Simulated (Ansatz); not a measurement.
Reaction (formal exchange of groups at a B–C bond): `FB(F)c1ccccc1` + `C#C` → `C#CB(F)F` + `c1ccccc1`

Computed with Ansatz on PBE0-D4/def2-TZVP structures; ΔE is electronic, products minus reactants. CCSD(T)/CBS adds triple-zeta CCSD(T) − MP2 to the extrapolated MP2 energy (def2 sets, frozen cores). This one scheme is used for every species. DFT in def2-TZVPP. B3LYP here is the variant with VWN-RPA as its local correlation; programs differ in this. HSE06 is defined as in plane-wave codes. One conformer a species, not always the lowest.

| level | ΔE (kJ/mol) | difference from CCSD(T)/CBS |
| --- | --- | --- |
| PBE-D4 | -17.9 | -4.3 |
| revPBE-D4 | -17.9 | -4.3 |
| BLYP-D4 | -18.1 | -4.5 |
| r2SCAN-D4 | -17.0 | -3.4 |
| B97M-V | -19.6 | -6.0 |
| PBE0-D4 | -15.5 | -1.9 |
| B3LYP-D4 | -16.2 | -2.6 |
| r2SCANh-D4 | -16.1 | -2.5 |
| r2SCAN0-D4 | -14.9 | -1.3 |
| HSE06-D4 | -15.7 | -2.1 |
| BHLYP-D4 | -13.8 | -0.2 |
| CAM-B3LYP-D4 | -14.3 | -0.7 |
| ωB97X-V | -13.3 | 0.3 |
| ωB97M-V | -13.7 | -0.1 |
| B2PLYP | -18.4 | -4.8 |
| PBE-QIDH | -15.5 | -1.9 |
| PBE | -21.2 | -7.6 |
| revPBE | -24.4 | -10.8 |
| BLYP | -24.3 | -10.7 |
| r2SCAN | -18.2 | -4.6 |
| PBE0 | -18.5 | -4.9 |
| B3LYP | -21.2 | -7.6 |
| r2SCANh | -17.4 | -3.8 |
| HSE06 | -18.6 | -5.0 |
| BHLYP | -17.9 | -4.3 |
| CAM-B3LYP | -17.6 | -4.0 |
| LC-ωPBE | -15.2 | -1.6 |
| HF/def2-SVP | -16.7 | -3.1 |
| CCSD/def2-SVP | -15.0 | -1.4 |
| HF/def2-TZVPP | -17.9 | -4.3 |
| MP2/def2-TZVPP | -14.8 | -1.2 |
| SCS-MP2/def2-TZVPP | -16.1 | -2.5 |
| CCSD/def2-TZVPP | -14.2 | -0.6 |
| CCSD(T)/def2-TZVPP | -13.6 | 0.0 |
| HF/def2-QZVPP | -18.6 | -5.0 |
| MP2/def2-QZVPP | -15.0 | -1.4 |
| SCS-MP2/def2-QZVPP | -16.4 | -2.8 |
| HF/CBS(def2) | -18.7 | -5.1 |
| MP2/CBS(def2) | -14.8 | -1.2 |
| CCSD/CBS(def2) | -14.2 | -0.6 |
| CCSD(T)/CBS | -13.6 | 0 |

Largest T1 diagnostic among the species: 0.014.

In def2-TZVPP, CCSD(T) changes the Hartree–Fock value by +4.3 kJ/mol (the triples alone add +0.6 kJ/mol) and MP2 by +3.2 kJ/mol. The D4 term adds +5.0 kJ/mol with B3LYP and +3.0 kJ/mol with PBE0; it sums over pairs of atoms, weighted by their polarisabilities, and B3LYP, whose exchange is more repulsive, gets the larger term.
